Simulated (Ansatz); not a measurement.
`[SiH3]N([SiH3])B(Cl)Cl` and `[SiH3]N([SiH3])BCl` differ in one atom or group.

Ansatz, PBE0-D4/def2-TZVP geometries, multiplicity 1. Each molecule was computed in one conformer, which needn't be the lowest.

| property | `[SiH3]N([SiH3])B(Cl)Cl` |
| --- | --- |
| LUMO energy (ωB97M-V/def2-TZVPP) / eV | 1.27 |
| HOMO energy (PBE0/def2-TZVPP) / eV | -8.48 |
| zero-point energy (PBE0-D4/def2-TZVP) / kJ/mol | 169.9 |
| HOMO energy (PBE/def2-TZVPP) / eV | -7.20 |
| size of the dipole moment (PBE/def2-TZVPP) / D | 1.41 |
| HOMO–LUMO gap (PBE/def2-TZVPP) / eV | 5.56 |

Question: What does the change do to each property? (An estimate is asked.)

Answer: Computed: 
```tsv
property	`[SiH3]N([SiH3])BCl`	shift
LUMO energy (ωB97M-V/def2-TZVPP) / eV	1.33	0.06
HOMO energy (PBE0/def2-TZVPP) / eV	-8.43	0.05
zero-point energy (PBE0-D4/def2-TZVP) / kJ/mol	189.0	19.1
HOMO energy (PBE/def2-TZVPP) / eV	-7.17	0.03
size of the dipole moment (PBE/def2-TZVPP) / D	1.38	-0.03
HOMO–LUMO gap (PBE/def2-TZVPP) / eV	5.64	0.08
```

With PBE0 the HOMO rises by 0.05 eV and the LUMO rises by 0.13 eV, so the gap widens by about 0.08 eV. PBE moves the HOMO by 0.03 eV and ωB97M-V by 0.04 eV. Dipoles are sizes alone; their direction can turn.

Positive LUMOs are unbound, so they and the gaps depend on the basis.
